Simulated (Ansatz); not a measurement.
Geometry optimisation, Ansatz, RKS PBE/def2-SVP.

Input:

```yaml
crystal:
  periodic: [false, false, false]
  atoms:
    - { symbol: Ta, position_ang: [-0.117842, -0.190962, 0.052273] }
    - { symbol: O, position_ang: [1.845059, -0.401474, 0.278994] }
    - { symbol: H, position_ang: [2.128989, -0.775516, 1.135993] }
    - { symbol: Cl, position_ang: [-0.195747, -0.619123, 2.381773] }
    - { symbol: Cl, position_ang: [0.391888, 0.618753, -2.068412] }
    - { symbol: Cl, position_ang: [-1.848373, 1.337367, 0.300595] }
    - { symbol: Cl, position_ang: [-1.035147, -2.183606, -0.58452] }
    - { symbol: S, position_ang: [1.731633, 2.800608, 1.180183] }
    - { symbol: H, position_ang: [1.574179, 2.255413, 2.422815] }
    - { symbol: H, position_ang: [2.425461, 1.68384, 0.741707] }
basis:
  gaussian: { orbitals: def2-SVP }
hamiltonian:
  xc: pbe
relax:
  f_tol: 0.03
  max_steps: 50
output:
  orbitals: {}
```

Launched with:

```bash
$ ansatz run input.yaml --threads 4 --pin off --max-ram 5120MiB --backend cpu --events-out ev --progress --plain --runs-dir out
```

Q: Where does it end, and by what steps?

A: The forces met the threshold. After 14 steps the energy has fallen by 0.347 eV; S8 moved furthest, 0.66 Å. Joined: Ta1–S8 (3.69 → 2.87 Å).

```csv
step,energy less start (eV),largest force component (eV/Å),accepted
0,0.0000,1.021,yes
1,-0.0738,0.459,yes
2,-0.1500,0.793,yes
3,-0.2396,0.909,yes
4,-0.3019,0.537,yes
5,-0.3002,1.201,no
6,-0.3270,0.442,yes
7,-0.3357,0.592,yes
8,-0.3417,0.228,yes
9,-0.3356,0.464,no
10,-0.3453,0.038,yes
11,-0.3455,0.047,yes
12,-0.3463,0.043,yes
13,-0.3460,0.050,no
14,-0.3466,0.013,yes
```

```xyz
10
Properties=species:S:1:pos:R:3
Ta 0.045 -0.068 0.139
O 1.810 -0.798 0.279
H 2.304 -1.153 1.040
Cl -0.024 -0.382 2.513
Cl 0.574 0.851 -1.954
Cl -1.819 1.364 0.414
Cl -1.099 -1.939 -0.547
S 1.300 2.403 0.872
H 1.206 2.250 2.225
H 2.603 1.997 0.861
```

Whether the end is a true minimum wasn't checked by a vibrational analysis.

Time of the run: 51 s on 4 threads of Arm Neoverse V1 (shared host), peak memory 0.26 GiB.
